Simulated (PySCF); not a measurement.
Stepwise substitution at one centre (Ga NH2-H). Isolated molecules, 0 K electronic values unless said otherwise. One relaxed conformer stands for each flexible species; it need not be the lowest. Strings in code marks are SMILES.

The four lowest singlet excitations (Tamm–Dancoff). Level of theory: PBE0-D3(BJ)/def2-TZVP (PySCF). Excitations are Tamm–Dancoff values on a coarser integration grid. The basis has no diffuse functions, so Rydberg states are missing or too high.

```json
[
 {"state": "S1", "energy (eV)": "6.09", "wavelength (nm)": "204", "oscillator strength": "0.117"},
 {"state": "S2", "energy (eV)": "6.23", "wavelength (nm)": "199", "oscillator strength": "0.000"},
 {"state": "S3", "energy (eV)": "6.63", "wavelength (nm)": "187", "oscillator strength": "0.056"},
 {"state": "S4", "energy (eV)": "7.40", "wavelength (nm)": "168", "oscillator strength": "0.046"}
]
```

Which member gives these states?
A) `[NH2][GaH2]`
B) `[NH2][Ga]([NH2])[NH2]`
C) `[NH2][GaH][NH2]`

A, `[NH2][GaH2]`
